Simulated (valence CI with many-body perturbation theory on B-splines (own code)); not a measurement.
# Ce45+: one-electron terms

Computed by configuration interaction combined with many-body perturbation theory (CI+MBPT): three valence electrons over a frozen Dirac-Fock core [Ne], a basis of 11 s, 11 p, 9 d, 7 f, 5 g, 2 h, 1 i functions for each j, with the one-electron correlation potential Σ1, the two-electron term Σ2, the three-electron term Σ3, Breit, model QED; selected CI, second order for the rest (own B-spline code, finite nucleus).

The last digits are not significant, and no measured levels were compared; by estimate large intervals hold to a few tenths of a per cent, small ones and those within an open d or f shell to about a per cent.

These are the spectroscopic orbitals of the CI (the correlating ones are not listed), shaped by the core and the other valence electrons. h is the expectation value of the core's Dirac-Fock operator, without the valence repulsion; Σ1 is computed up to l = 3 at one energy for each symmetry, that of its lowest orbital but kept below the first core excitation, so for empty shells it is not the orbital's own correlation shift; Breit and QED include the response of the core.

```csv
Orbital,h (hartree),Σ1 (cm⁻¹),Breit (cm⁻¹),QED (cm⁻¹),⟨r⟩ (bohr)
3s1/2,-145.78,-6814,19789,15609,0.2500
4s1/2,-79.33,-2301,7731,6285,0.4613
5s1/2,-49.782,-1055,3705,3076,0.7398
6s1/2,-34.123,-577,2078,1736,1.082
3p1/2,-141.69,-8771,33119,72.7,0.2366
4p1/2,-77.626,-2896,12962,41.3,0.4521
5p1/2,-48.927,-1337,6332,23.0,0.7333
6p1/2,-33.634,-734,3574,13.8,1.079
3p3/2,-137.23,-7935,19557,1610,0.2453
4p3/2,-75.811,-2693,7598,653,0.4637
5p3/2,-48.015,-1258,3944,326,0.7478
6p3/2,-33.113,-695,2229,186,1.097
3d3/2,-132.11,-9673,15270,-523,0.2113
4d3/2,-73.859,-2707,5509,-178,0.4345
5d3/2,-47.058,-1207,2623,-83.3,0.7225
3d5/2,-131.08,-8931,7296,73.2,0.2140
4d5/2,-73.414,-2491,2608,65.4,0.4378
5d5/2,-46.829,-1112,1267,39.3,0.7265
4f5/2,-72.369,-2388,546,-79.3,0.3825
5f5/2,-46.311,-1157,373,-42.9,0.6737
4f7/2,-72.181,-2306,141,28.4,0.3841
5f7/2,-46.214,-1114,95.6,12.2,0.6755
5g7/2,-46.126,,12.6,-18.0,0.5938
5g9/2,-46.07,,1.9,13.3,0.5950
```

Among the shells of the start configuration 3s2 3p1, Σ1 is largest in size for 3p1/2, where it is 0.028 % of h.

Lowest root of each symmetry, sizes in configuration state functions:

```
  J  Parity  Roots  Reference  Variational  Second order  Change by selected CI (cm⁻¹)  Change by second order (cm⁻¹)
1/2    even      9         58         7057          6311                         -3878                              0
3/2    even     13         92        12069          8798                         -2127                              0
5/2    even     12         94        13782         11949                         -3314                             -1
7/2    even      6         67        12220         13824                         -5156                             -2
9/2    even      4         41         9225         13767                         -5613                             -3
1/2     odd      7         55         6543          6810                         -4049                              0
3/2     odd     12         89        11442          9449                         -3857                             -1
5/2     odd      9         86        12461         13237                         -4244                             -1
7/2     odd      5         63        11219         10403                         -4729                             -2
9/2     odd      2         33         8398         14559                         -2829                             -3
```
